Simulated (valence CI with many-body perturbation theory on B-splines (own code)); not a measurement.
**Questions on Pb¹¹⁺**

Method: valence CI with perturbative core correlation (CI+MBPT): three valence electrons over a frozen Dirac-Fock core [Xe] 4f14, radial functions for each j: 9 s, 9 p, 10 d, 8 f, 5 g, 3 h, 1 i, with the one-electron correlation potential Σ1, the two-electron term Σ2, the three-electron term Σ3, Breit, model QED; selected CI, second order for the rest, scaled by the run's own slope (own B-spline code, finite nucleus).

No measured levels were compared; by estimate terms of the open shell hold to 2 to 4 % of their energy, and close levels can change places. Core correlation moves these levels by up to 11000 cm⁻¹, and in measured spectra 5 to 20 % of such shifts remained as error; rates that hang on mixing are uncertain with them. The list stops below the first excitations out of the core. Only levels of the ground parity were solved; by the run's estimate the other parity begins above the list, which can be wrong where configurations are misplaced.

Levels are named by their leading jj configuration (3d3/2^4 stands for four electrons in 3d with j = 3/2), which in mixed levels can hold well under half, so a name can repeat and another be missing.

Rates and lifetimes use the calculated energies. Strong lines usually hold to 10 to 20 %, long lifetimes can be off by a factor of two.

(1) What is the ground level?

(2) How well does LS coupling describe the low levels?

(3) What is the ionisation energy?

(4) Name the longest-lived excited levels whose lifetime is computed, and their main decay.

## Answers

(1) (5d3/2^3) J=3/2, composition 66 % 5d³ ⁴F + 26 % 5d³ ²D + 6 % 5d³ ²P, g = 0.586.

(2) Among the lowest 20 levels the leading LS term, summed over configurations, holds 67 % on average. For single configurations the figures are 67 % in LS and 85 % in jj coupling. Terms mix most in the J = 3/2 level at 64433 cm⁻¹, where the leading one holds 42 %.

(3) 203.71 eV; NIST lists 203 ± 2.5 eV (theoretical).

(4) (5d3/2^2 5d5/2) J=9/2 at 34257 cm⁻¹ lives 2.86 s, mostly by M1 to (5d3/2^2 5d5/2) J=7/2; (5d3/2^2 5d5/2) J=7/2 at 31094 cm⁻¹ lives 36.6 ms, mostly by M1 to (5d3/2^2 5d5/2) J=5/2.
